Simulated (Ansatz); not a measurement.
Computed with Ansatz on PBE0-D4/def2-TZVP structures; ΔE is electronic, products minus reactants. CCSD(T)/CBS is the MP2 limit (def2-TZVPP, def2-QZVPP) plus CCSD(T) − MP2 in def2-TZVPP, frozen cores. This one scheme is used for every species. DFT in def2-TZVPP. B3LYP here is the variant with VWN-RPA as its local correlation; programs differ in this. For Ge outer-core shells are correlated without core-valence functions, which leaves a few kJ/mol of doubt a bond. Scalar relativity is left out up to krypton. Each species was taken in one conformer, which may not be the lowest.

Reaction (ligand exchange at the Si–N bond): `[AlH2][NH][SiH2][GeH3]` + H–F → `F[SiH2][GeH3]` + `[NH2][AlH2]`

CCSD(T)/CBS gives -0.70 eV.

**Question.** Another level gave -0.83 eV. Which?
A. B3LYP/def2-TZVPP
B. B3LYP-D4/def2-TZVPP
C. B97M-V/def2-TZVPP
D. PBE-D4/def2-TZVPP

**Answer.** C. B97M-V -0.83, PBE-D4 -0.70, B3LYP-D4 -0.76, B3LYP -0.89 eV.

Largest T1 diagnostic among the species: 0.012.

From BLYP to BHLYP (50 % exact exchange), in def2-TZVPP and without D4, ΔE moves by +0.03 eV. The D4 term adds +0.12 eV with B3LYP and +0.07 eV with PBE0; it sums over pairs of atoms, weighted by their polarisabilities, and B3LYP, whose exchange is more repulsive, gets the larger term. Leaving LDA and LC-ωPBE aside and taking each functional with its dispersion term where it has one, the values, not all of them listed here, spread over 0.18 eV, from B97M-V to revPBE-D4. LDA lies +0.07 eV from PBE without D4.
